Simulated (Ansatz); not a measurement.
CH₄AlBFGaO, SMILES `[OH][Ga]1[BH][Al]([F])[CH2]1` at its PBE0-D4/def2-TZVP geometry, where that method's forces vanish. The species carries charge 0 and has multiplicity 1.

```xyz
10

O    -1.8544   -2.1140    0.4822
Ga   -0.8688   -0.8308   -0.2523
B    -0.4280    0.5142   -1.6691
Al    0.5965    1.7336   -0.3854
F     1.1245    3.2704   -0.1076
C     0.7435    0.0962    0.6686
H    -1.4746   -2.4736    1.2871
H     0.2797   -0.0112   -2.4950
H     0.2207    0.2756    1.6237
H     1.6609   -0.4603    0.8478
```

Question: What forces (eV/Å) does B3LYP-D4/def2-TZVPP give on these atoms in Ansatz? (An estimate is asked.)

Answer: The calculation gave: 
```
O1  -0.134 -0.175  0.106
Ga2 -0.007  0.045 -0.183
B3   0.115 -0.007 -0.223
Al4 -0.012 -0.100 -0.035
F5   0.043  0.142  0.018
C6   0.137  0.062  0.254
H7  -0.022 -0.051  0.045
H8  -0.125  0.076  0.068
H9   0.067 -0.027 -0.043
H10 -0.062  0.036 -0.007
```

B3LYP here is the variant with VWN-RPA as its local correlation; programs differ in this.
